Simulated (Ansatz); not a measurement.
Gas-phase electronic energies from Ansatz, PBE0-D4/def2-TZVP geometries. CCSD(T)/CBS adds triple-zeta CCSD(T) − MP2 to the extrapolated MP2 energy (def2 sets, frozen cores). Functionals use def2-TZVPP. For Br outer-core shells are correlated without core-valence functions, which leaves a few kJ/mol of doubt a bond. Scalar relativity is left out up to krypton. One conformer a species, not always the lowest.

Consider the cleavage of the Si–B bond: `F[SiH2]B[SiH3]` + `O[SiH](O)Br` → `O[SiH](Br)O[SiH3]` + `B[SiH2]F`.

`F[SiH2]B[SiH3]`:

Z-matrix (Å, degrees):
```
Si
B 1 1.996
F 1 1.608 2 113.1
H 1 1.490 2 109.7 3 119.7
H 1 1.489 2 110.6 3 -120.1
Si 2 2.004 1 125.2 3 1.9
H 2 1.199 1 115.5 3 178.3
H 6 1.488 2 114.2 1 -157.3
H 6 1.496 2 103.7 1 85.4
H 6 1.487 2 113.4 1 -31.5
```

`O[SiH](O)Br`:

```xyz
7

O     1.348    0.708    0.462
Si   -0.167    0.149    0.313
O    -0.138   -1.407   -0.173
Br   -1.332    1.300   -1.201
H     1.945    0.619   -0.284
H    -0.808    0.346    1.621
H    -0.848   -1.715   -0.738
```

`O[SiH](Br)O[SiH3]`:

Cartesian coordinates in Å:
```
O -0.728 -0.756 -2.244
Si 0.077 0.301 -1.311
Br -1.231 2.042 -0.841
O 0.548 -0.345 0.092
Si 0.445 -0.253 1.732
H -1.611 -1.028 -1.990
H 1.237 0.753 -2.088
H -0.948 -0.526 2.166
H 0.857 1.094 2.196
H 1.354 -1.282 2.289
```

`B[SiH2]F`:

```xyz
7

B    -0.813    0.792   -0.402
Si    0.539   -0.522    0.266
F     1.614    0.116    1.275
H    -0.838    1.945   -0.089
H    -1.651    0.402   -1.162
H     1.295   -1.102   -0.879
H    -0.146   -1.630    0.990
```

```json
{"level": "revPBE-D4", "ΔE (kcal/mol)": "-20.6"}
{"level": "PBE", "ΔE (kcal/mol)": "-19.9"}
```

(1) What does CCSD(T)/CBS give? (Estimate.)

(2) What do rigid-rotor, harmonic-oscillator terms from PBE0-D4/def2-TZVP frequencies (298.15 K, 1 bar) make of the CCSD(T)/CBS value? (Estimate.)

Largest T1 diagnostic among the species: 0.013.

## Answers

(1) The calculation gave: -27.0 kcal/mol. The listed levels differ from it by 6.4, 7.1 kcal/mol.

(2) Ansatz gave: ΔZPE = -0.4 kcal/mol, ΔH = -27.4 kcal/mol, ΔS = 4 J/(mol·K), ΔG = -27.7 kcal/mol. Modes under 50 cm⁻¹ make the entropy rough.

From r2SCAN to r2SCAN0 (25 % exact exchange), in def2-TZVPP and without D4, ΔE moves by −1.2 kcal/mol. At CCSD(T), def2-SVP lies +2.2 kcal/mol from the extrapolated value and def2-TZVPP +0.2 kcal/mol.
